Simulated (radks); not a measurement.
The numbers below are computed, except where a source is named.
Valence configurations of Xe+ (all share [Kr]). Level of theory: non-relativistic Kohn-Sham, LDA (Slater exchange, Perdew-Wang correlation), spin-polarised, spherical densities, point nucleus; open shells are filled with parallel spins first (spin-orbit coupling, left out, can overturn this in heavy ions); relativity is left out, which matters for an element this heavy (a radial shooting solver on a logarithmic mesh with Libxc functionals). Energies are relative to 4d10 5s2 5p5; eigenvalues in eV for spin up.

| valence | E (eV) | moment (Bohr magnetons) | e(4d) | e(5p) | e(5s) |
|---|---|---|---|---|---|
| 4d10 5s2 5p5 | 0.000 | 1 | -72.237 | -17.434 | -27.769 |
| 4d10 5s1.5 5p5.5 | 5.168 | 1 | -72.794 | -17.683 | -28.092 |
| 4d10 5s1 5p6 | 10.353 | 1 | -73.347 | -17.930 | -28.411 |
| 4d9.5 5s2 5p5.5 | 28.274 | 1 | -76.067 | -18.031 | -28.673 |
| 4d9 5s2 5p6 | 57.844 | 1 | -79.895 | -18.620 | -29.558 |

NIST lists [Kr] 4d10 5s2 5p5 as the ground configuration; this level of theory agrees among the configurations tried. The energies are those of spherical high-spin densities, not of single terms. Relativity is left out, which favours d and f over s occupation in heavy atoms.
